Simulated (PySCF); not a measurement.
C7H10F (doublet state).
Geometry (GFN2-xTB, Å), atoms numbered from 1 in this order:
```
atom  x, y, z in Å
C1     1.8802    0.4878   -1.3515
C2     1.7679   -0.3712   -0.3513
C3     0.6107   -0.4693    0.5592
C4     0.9016   -0.5220    1.9016
C5    -0.6997   -0.5025    0.0726
C6    -1.8786   -0.5085    0.9892
C7    -1.0099   -0.6047   -1.3837
F8    -2.0241   -1.5192   -1.6060
H9     1.0977    1.1874   -1.5945
H10    2.7712    0.5409   -1.9539
H11    2.5967   -1.0238   -0.1082
H12    0.1399   -0.5729    2.6555
H13    1.9222   -0.5066    2.2383
H14   -1.8194    0.3126    1.7035
H15   -1.9244   -1.4399    1.5569
H16   -2.8019   -0.4188    0.4232
H17   -0.1522   -0.9396   -1.9740
H18   -1.3864    0.3470   -1.7886
```

The hyperfine couplings belong to this conformer and change with its torsions.

As a line formula: `C=CC(=C)[C](C)CF` [radical].

Method used: PySCF, UKS B3LYP, pcH-1 on C F H, non-relativistic, mean-field spin-orbit, GIAO. One conformer (not necessarily the lowest) at the GFN2-xTB geometry, without solvent, vibrations or thermal averaging. Couplings are sensitive to structure, and on GFN2-xTB geometries they can be far from those on DFT ones. The frame is twisted about the C2–C3 bond at this geometry (dihedral H11–C2–C3–C4 = 44°); couplings at other torsion angles weren't computed. Stability of the SCF solution: not tested. ⟨S²⟩ is 0.779 where a pure state has 0.75.

Mulliken spin populations: C1 -0.047, C2 +0.040, C3 -0.253, C4 +0.659, C5 +0.640, C6 -0.051, C7 -0.039, F8 +0.012, H9 +0.002, H10 +0.002, H11 -0.004, H12 -0.027, H13 -0.028, H14 +0.025, H15 +0.029, H16 +0.002, H17 +0.006, H18 +0.032. Main spin sites, with 60 % or more of the largest population: C4, C5; positions count bonds from the nearest.

Q: What dipolar couplings does the calculation give for H9, H10, H11, H14, H15, H16, H17, H18?

A: 
```
atom         position  distance from C4 (Å)  T1 (MHz)     T2    T3
  H9  4 bonds from C5                  3.90     -3.27  -1.63  4.91
 H10  4 bonds from C5                  4.41     -0.83  -0.46  1.28
 H11  3 bonds from C4                  2.68     -2.35  -0.73  3.08
 H14  2 bonds from C5                  2.85     -4.02  -1.18  5.20
 H15  2 bonds from C5                  2.99     -3.76  -1.71  5.47
 H16  2 bonds from C5                  3.99     -2.98  -2.73  5.71
 H17  2 bonds from C5                  4.04     -4.02  -2.66  6.68
 H18  2 bonds from C5                  4.43     -4.59  -1.37  5.97
```

Q: Estimate them with point dipoles: put each population ρk at its nucleus, leave out the nucleus itself and the atom bound to it, and sum T = Σ [ρk/(2S)]·C·(3 n nᵀ − 1)/r³ with C = μ0 gₑ μB g_N μN/(4π h) = 79.06 MHz Å³.

A: 
```
atom  T1 (MHz)     T2     T3  T3, computed  difference in T3 (%)
  H9     -1.98  -1.19   3.16          4.91                   -36
 H10     -1.10  -0.79   1.88          1.28                   +47
 H11     -2.77  -1.01   3.78          3.08                   +23
 H14     -5.76  -3.43   9.19          5.20                   +77
 H15     -5.66  -3.77   9.43          5.47                   +72
 H16     -5.63  -4.42  10.05          5.71                   +76
 H17     -5.48  -4.04   9.51          6.68                   +42
 H18     -5.25  -4.69   9.94          5.97                   +67
```
